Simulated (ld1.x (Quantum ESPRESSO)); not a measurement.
## zinc (Zn): one change to a PAW potential, before and after

zinc, PAW, made with ld1.x (Quantum ESPRESSO) 7.5 (PBE, scalar-relativistic). Core [Ar], reference 3d10 4s1.75 4p0.25. Waves: 4s (bound): rcut 1.65, rcutus 2.00 bohr; 4s channel at 1.2 Ry: rcut 1.65, rcutus 2.00 bohr; 4p (bound): rcut 2.55, rcutus 2.90 bohr; 4p channel at 5.05 Ry: rcut 2.55, rcutus 2.90 bohr; 3d (bound): rcut 1.00, rcutus 1.10 bohr; 3d channel at -0.2 Ry: rcut 1.00, rcutus 1.10 bohr. Local part: all-electron potential smoothed inside 2.55 bohr (lloc = -1). Core correction: Bessel-smoothed model core inside 1.00 bohr. Augmentation charge: BG, radius 1.15 bohr.

All-electron outer shells of the reference configuration (PBE, scalar-relativistic, ld1.x):

```csv
shell,level (eV),outermost node (bohr),outermost maximum (bohr)
3s,-129.85,0.28,0.59
3p,-84.02,0.25,0.59
3d,-10.75,–,0.57
4s,-6.38,0.85,2.09
4p,-1.41,0.92,3.04
```

Change: waves 3d (bound): rcut 1.00, rcutus 1.54 bohr; 3d channel at -0.2 Ry: rcut 1.00, rcutus 1.54 bohr.

Cutoffs: the cutoffs (Ry, on a coarse ladder) from which the occupation-weighted sum of valence levels, in a spherical-Bessel basis at the reference potential, stays within 10 and 1 mRy of its value at 400 Ry; they do not see the model core or the augmentation charge, which bear on the density cutoff. Errors are all-electron minus pseudo energies relative to the spin-unpolarised reference configuration.

Task: What does the change do?

Result: The potential gets softer (120 Ry and 200 Ry → 50 Ry and 80 Ry); of the 7 tests that both files solve, the error grows in 2 and shrinks in 0 by more than 15 % and 0.3 meV (median size 6.7 → 8.3 meV); neither file shows a bound ghost. A larger radius leaves more room for a smooth pseudo-wave, so fewer plane waves are needed.

```tsv
quantity	base	changed
cutoff, loose	120 Ry	50 Ry
cutoff, tight	200 Ry	80 Ry
loose cutoff by channel (10 mRy a level)	s 6 Ry, p 6 Ry, d 80 Ry	s 6 Ry, p 6 Ry, d 40 Ry
bound ghosts	none	none
error for 3d10 4s2 4p0, meV [ΔE -1.23 eV]	0.0	0.0
error for 3d10 4s1 4p0, meV [ΔE 8.66 eV]	-1.6	-1.5
error for 3d10 4s0 4p0, meV [ΔE 27.10 eV]	-6.7	-8.3
error for 3d8 4s0 4p0, meV [ΔE 129.45 eV]	-1229	-1317
error for 3d9 4s2 4p1, meV [ΔE 11.02 eV]	-129	-116
error for 3d10 4s0 4p2, meV [ΔE 9.33 eV]	-1.4	-2.8
error for 3d9 4s0 4p0, meV [ΔE 67.64 eV]	-195	-209
s: phases at 3.13 bohr within 0.05 rad from the reference energy up to (Ry; the scan ends near 5)	to the end of the scan	to the end of the scan
p: phases at 3.13 bohr within 0.05 rad from the reference energy up to (Ry; the scan ends near 5)	2.6	2.6
d: phases at 3.13 bohr within 0.05 rad from the reference energy up to (Ry; the scan ends near 5)	4.2	4.1
lowest overlap eigenvalue by channel	s 0.40, p 0.61, d 1.00	s 0.40, p 0.61, d 1.00
```

Base: ld1.x warns that Blöchl-style (BG) augmentation functions are not a good idea. Changed file: ld1.x warns that Blöchl-style (BG) augmentation functions are not a good idea.
